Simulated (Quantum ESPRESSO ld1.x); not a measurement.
The numbers below are computed, except where a source is named.
Problem. Radial electron density D(r) = 4 pi r^2 rho(r) of an atom or ion with 65 electrons. Code: ld1.x of Quantum ESPRESSO 7.5. Model: scalar-relativistic Kohn-Sham, PBEsol, spin-unpolarised, spherical densities, point nucleus.

r (bohr)  D(r) (e/bohr)
0.001808          13.34
0.002105          16.67
0.002431          20.47
0.00283           25.23
0.003294          30.82
0.003805          36.90
0.004429          44.11
0.005115          51.57
0.005955          59.88
0.006933          68.27
0.008006          75.84
0.009321          82.81
0.01085           88.09
0.01253           91.01
0.01459           91.57
0.01698           89.71
0.01961           86.45
0.02283           82.86
0.02658           81.09
0.0307            82.83
0.03574           89.29
0.04161           99.83
0.04805           111.1
0.05594           120.1
0.06512           122.3
0.07521           116.7
0.08755           105.5
0.1011            95.87
0.1177            92.98
0.137             99.01
0.1583            107.3
0.1842            108.9
0.2145            96.80
0.2477            76.37
0.2884            57.01
0.3357            49.84
0.3877            53.66
0.4514            59.24
0.5254            57.25
0.6068            47.41
0.7064            34.16
0.8224            23.64
0.9498            17.68
1.106             13.98
1.287             10.84
1.487             7.714
1.731             4.696
1.999             2.631
2.327             1.391
2.709            0.7963
3.128            0.4939
3.642            0.2721
4.24             0.1207
4.896           0.04284
5.7             0.01024
6.636          0.001635
7.664         0.0001888

What is the nuclear charge?

Solution. Z = 68. The innermost maximum, from 1s, lies near gamma/Z bohr with gamma = sqrt(1 - (Z/c)^2) = 0.868, here 0.0128 bohr (found: 0.0140), and its height grows with Z. The density is that of the erbium ion Er3+ in [Xe] 4f10 6s1; the configuration itself is not fixed sharply by these data, and Z only to a few units. D(r) has 4 maxima, at r = 0.0140, 0.0626, 0.174, 0.474 bohr, and minima at 0.0268, 0.114, 0.336 bohr, inside which lie 1.92, 11.10, 29.48 electrons.
